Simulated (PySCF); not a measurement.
Gas-phase reaction: 4 HI + C4H8 (cyclic) = 4 CH3I, at 1600 K and a standard pressure of 1 bar. Level: r2SCAN/def2-TZVP†.

Method: PySCF energies plus ideal-gas RRHO corrections (1 bar). † marks an energy on the PBE0/def2-TZVP geometry and frequencies. All species are closed-shell singlets. I: scalar-relativistic def2 core potential, no spin-orbit coupling. The harmonic model lacks anharmonicity and excited electronic states, which grow with temperature; levels with a mode under 35 cm⁻¹ are left out.

| species | E (Ha) | H(1600 K) − E (kJ/mol) | S°(1600 K) (J/mol/K) |
|---|---|---|---|
| HI | -298.42021 | 64.5 | 258.9 |
| C4H8 (cyclic) | -157.16173 | 538.3 | 525.0 |
| CH3I | -337.72100 | 203.9 | 367.1 |
E: electronic energy; H − E holds the zero-point and thermal terms. 1 Ha = 2625.5 kJ/mol.

Task: Work out ΔH°, ΔS°, ΔG° and log10 K from these numbers.

Result: 1. ΔE = 4×(-337.72100) − 4×(-298.42021) − 1×(-157.16173) = -0.04143 Ha = -108.8 kJ.
2. Δ(H − E) = 4×(203.9) − 4×(64.5) − 1×(538.3) = 19.3 kJ, so ΔH° = -89.5 kJ.
3. ΔS° = 4×(367.1) − 4×(258.9) − 1×(525.0) = -92.2 J/K; the number of gas molecules changes by -1.
4. ΔG° = ΔH° − TΔS° = -89.5 − 1600×(-92.2)/1000 = 58.0 kJ.
5. log10 K = −ΔG°/(RT ln 10) = -1.89, with RT ln 10 = 30.63 kJ/mol; at standard pressures the reactants are favoured.
6. A shift of 10 kJ in ΔE would move log10 K by 0.33 here.
7. Lowering the total pressure from 1 bar to 0.01 bar multiplies the mole-fraction quotient K_x = K (p/p°)^(−Δn) by 10^-2, which pushes the balance towards the reactants.
For scale, ΔH°(298 K) is -76 kJ at this level, -61 kJ at ωB97M-V/def2-TZVP†, and runs from -82 to 108 kJ over the 17 levels computed.
